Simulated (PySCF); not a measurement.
Mayer bond orders and bond lengths

C3H16Si4.
Numbering: `[CH3:1][CH:2]([CH3:3])[SiH2:4][SiH2:5][SiH2:6][SiH3:7]` (hydrogens: H8, H9, H10 on C1; H11 on C2; H12, H13, H14 on C3; H15, H16 on Si4; H17, H18 on Si5; H19, H20 on Si6; H21, H22, H23 on Si7)

Geometry (PBE0-D3(BJ)/def2-SVP, Å), atoms numbered from 1 in this order:
```xyz
23
C3H16Si4 angstrom
C     -2.2820   -1.6697    0.4696
C     -1.3747   -0.4526    0.2985
C     -2.1215    0.8578    0.5395
Si    -0.5246   -0.4597   -1.4020
Si     0.9442    1.3661   -1.5501
Si     2.1321    1.4326    0.4727
Si     3.1147   -0.6710    0.8099
H     -1.7309   -2.6153    0.3524
H     -3.0992   -1.6668   -0.2707
H     -2.7470   -1.6776    1.4701
H     -0.5517   -0.5260    1.0346
H     -1.4566    1.7343    0.4741
H     -2.5842    0.8705    1.5405
H     -2.9296    1.0007   -0.1969
H     -1.5535   -0.4096   -2.4917
H      0.2698   -1.7187   -1.5766
H      1.9145    1.1905   -2.6774
H      0.2045    2.6516   -1.7626
H      3.1810    2.5012    0.4758
H      1.1803    1.7088    1.5973
H      2.0389   -1.7096    0.8749
H      3.9040   -0.7210    2.0791
H      4.0177   -0.9983   -0.3365
```

Bond orders from the PBE0/pcSseg-1 density (PySCF). The structure is a single PBE0-D3(BJ)/def2-SVP conformer in the gas phase; no vibrational or solvent corrections.

Problem. Where do the orders between heavy atoms depart from those drawn in the SMILES?

Solution. The largest departure is 0.134, at Si5–Si6 (drawn single, 0.866). Drawn single, order below 0.88: Si5–Si6 (0.866).

Problem. Set the Mayer orders of the bonds beside their lengths.

Solution. 
| bond | drawn as | length (Å) | Mayer order |
| --- | --- | --- | --- |
| C1–C2 | single | 1.528 | 1.039 |
| C2–C3 | single | 1.527 | 1.028 |
| C2–Si4 | single | 1.901 | 0.883 |
| Si4–Si5 | single | 2.348 | 0.883 |
| Si5–Si6 | single | 2.347 | 0.866 |
| Si6–Si7 | single | 2.346 | 0.889 |
| C1–H8 | single | 1.101 | 0.964 |
| C1–H9 | single | 1.103 | 0.962 |
| C1–H10 | single | 1.103 | 0.963 |
| C2–H11 | single | 1.107 | 0.914 |
| C3–H12 | single | 1.102 | 0.956 |
| C3–H13 | single | 1.103 | 0.964 |
| C3–H14 | single | 1.103 | 0.961 |
| Si4–H15 | single | 1.500 | 0.943 |
| Si4–H16 | single | 1.499 | 0.934 |
| Si5–H17 | single | 1.498 | 0.931 |
| Si5–H18 | single | 1.498 | 0.924 |
| Si6–H19 | single | 1.497 | 0.933 |
| Si6–H20 | single | 1.499 | 0.913 |
| Si7–H21 | single | 1.497 | 0.921 |
| Si7–H22 | single | 1.495 | 0.934 |
| Si7–H23 | single | 1.496 | 0.927 |

Bonds between the same two heavy elements. C–C: all 2 within 0.02 of one another (1.028 to 1.039). Si–Si: lowest Si5–Si6 (0.866, 2.347 Å), highest Si6–Si7 (0.889, 2.346 Å).

Problem. Sum the orders of all bonds at each heavy atom with more than one neighbour and set the sums beside the valence in the SMILES.

Solution. C1 3.928 (drawn 4), C2 3.864 (drawn 4), C3 3.909 (drawn 4), Si4 3.643 (drawn 4), Si5 3.604 (drawn 4), Si6 3.601 (drawn 4), Si7 3.671 (drawn 4). Orders between atoms that aren't bonded are not in these sums.

Mayer orders depend on the basis set.

These values come from a run that also computed NMR shieldings. On an Arm Neoverse N1 with one thread, shared host with 64 logical CPUs at a one-minute load of 57, this took 87 s and 1.1 GiB of memory at its peak.
